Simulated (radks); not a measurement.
Problem. W V, 70 electrons, occupied as [Kr] 4d10 4f14 5s1 5p6 5d2 6p1 (not the ground configuration). Method: Dirac Kohn-Sham, BLYP, spin-unpolarised, spherical densities, point nucleus; open shells fill j = l - 1/2 first; computed with a radial shooting solver on a logarithmic mesh with Libxc functionals. Some entries of the table are withheld. Estimate them.

orbital,occ.,eigenvalue (hartree),<1/r> (bohr^-1),r(max) (bohr)
1s1/2,2,-2552.642,87.14,0.01145
2s1/2,2,-441.8939,21.20,0.06586
2p1/2,2,-422.6378,21.16,0.04895
2p3/2,4,-372.9024,17.77,0.05579
3s1/2,2,-103.2428,7.779,0.1855
3p1/2,2,-94.67419,7.693,0.1737
3p3/2,4,-83.91939,6.817,0.1877
3d3/2,4,-69.50406,(1),0.1470
3d5/2,6,-67.16512,(2),0.1509
4s1/2,2,-22.82711,3.269,0.4210
4p1/2,2,-19.27507,3.158,0.4208
4p3/2,4,-16.78186,2.853,0.4504
4d3/2,4,-10.95075,2.639,0.4471
4d5/2,6,-10.49129,2.566,0.4564
5s1/2,1,-4.75763,1.288,0.9566
5p1/2,2,-3.67478,1.170,1.021
5p3/2,4,-3.28159,1.069,1.099
4f5/2,6,-3.18589,2.114,0.4258
4f7/2,8,-3.10269,2.084,0.4307
5d3/2,2,-1.80929,(3),1.341
5d5/2,0,-1.76442,(4),1.373
6p1/2,1,-1.22794,0.4803,2.497
6p3/2,0,-1.15326,0.4517,2.659

Solution. 
(1) 3d3/2 <1/r> (bohr^-1): 6.711
(2) 3d5/2 <1/r> (bohr^-1): 6.505
(3) 5d3/2 <1/r> (bohr^-1): 0.8160
(4) 5d5/2 <1/r> (bohr^-1): 0.7961
